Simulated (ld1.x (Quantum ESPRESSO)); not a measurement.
# Which change was made? (Re, PAW)

- Element: Re
- Generator: ld1.x (Quantum ESPRESSO) 7.5
- Type: PAW
- Functional: PBE
- Relativity: scalar-relativistic
- Frozen core: [Xe] 4f14
- Valence charge: 7
- Reference configuration: 5d5 6s1.5 6p0 (charge +0.5)
- Partial waves: 6s (bound): rcut 2.30, rcutus 2.85 bohr; 6s channel at 0.05 Ry: rcut 2.30, rcutus 2.85 bohr; 6p (bound, empty): rcut 2.70, rcutus 3.30 bohr; 6p channel at 0.05 Ry: rcut 2.70, rcutus 3.30 bohr; 5d (bound): rcut 1.95, rcutus 2.15 bohr; 5d channel at 0.3 Ry: rcut 1.95, rcutus 2.15 bohr
- Local potential: all-electron potential smoothed inside 2.30 bohr (lloc = -2)
- Core correction: Bessel-smoothed model core, default radius (core density twice the valence density)
- Augmentation charge: PSQ, inside the norm-conserving radii

Cutoffs, loose and tight: the cutoffs (Ry, on a coarse ladder) from which the occupation-weighted sum of valence levels, in a spherical-Bessel basis at the reference potential, stays within 10 and 1 mRy of its value at 400 Ry. They do not see the model core or the augmentation charge, which bear on the density cutoff. Test errors are all-electron minus pseudo excitation energies from the reference, over the configurations 5d5 6s2 6p0; 5d5 6s1 6p0; 5d5 6s0 6p0; 5d4 6s0 6p0; 5d5.5 6s1.5 6p0; 5d5 6s1 6p1; 5d6 6s1 6p0; variants that change the core or the reference have their own tests. The largest error is taken over the tests solved by every variant that gives reliable tests at all, those not shown here included: 5d5 6s0 6p0; 5d5 6s1 6p0; 5d5 6s1 6p1; 5d5 6s2 6p0; 5d5.5 6s1.5 6p0; 5d6 6s1 6p0.

The base gives: outcome: generated; cutoff, loose: 21 Ry; cutoff, tight: 35 Ry; bound ghosts: none; largest test error (meV): -22.

Problem. After one change the result is: outcome: generated; cutoff, loose: 18 Ry; cutoff, tight: 30 Ry; bound ghosts: none; largest test error (meV): -21. Which change was it?
A. all radii but the core radius scaled by about 0.83 (s 2.36, p 2.74, d 1.78 bohr, rcut 1.90/2.24/1.62); local potential all-electron potential smoothed inside 1.90 bohr (lloc = -2)
B. all radii but the core radius scaled by about 1.28 (s 3.66, p 4.24, d 2.76 bohr, rcut 2.94/3.46/2.50); local potential all-electron potential smoothed inside 2.94 bohr (lloc = -2)
C. all radii but the core radius scaled by about 1.40 (s 3.98, p 4.60, d 3.00 bohr, rcut 3.22/3.76/2.72); local potential all-electron potential smoothed inside 3.22 bohr (lloc = -2)
D. all radii but the core radius scaled by about 1.16 (s 3.30, p 3.82, d 2.50 bohr, rcut 2.66/3.14/2.26); local potential all-electron potential smoothed inside 2.66 bohr (lloc = -2)

Solution. D. The others give: all radii but the core radius scaled by about 1.40 (s 3.98, p 4.60, d 3.00 bohr, rcut 3.22/3.76/2.72); local potential all-electron potential smoothed inside 3.22 bohr (lloc = -2) → outcome: generated; cutoff, loose: 10 Ry; cutoff, tight: 15 Ry; bound ghosts: none; largest test error (meV): -25 | all radii but the core radius scaled by about 0.83 (s 2.36, p 2.74, d 1.78 bohr, rcut 1.90/2.24/1.62); local potential all-electron potential smoothed inside 1.90 bohr (lloc = -2) → outcome: generated; cutoff, loose: 30 Ry; cutoff, tight: 50 Ry; bound ghosts: p; largest test error (meV): -23 | all radii but the core radius scaled by about 1.28 (s 3.66, p 4.24, d 2.76 bohr, rcut 2.94/3.46/2.50); local potential all-electron potential smoothed inside 2.94 bohr (lloc = -2) → outcome: generated; cutoff, loose: 12 Ry; cutoff, tight: 21 Ry; bound ghosts: none; largest test error (meV): -14.
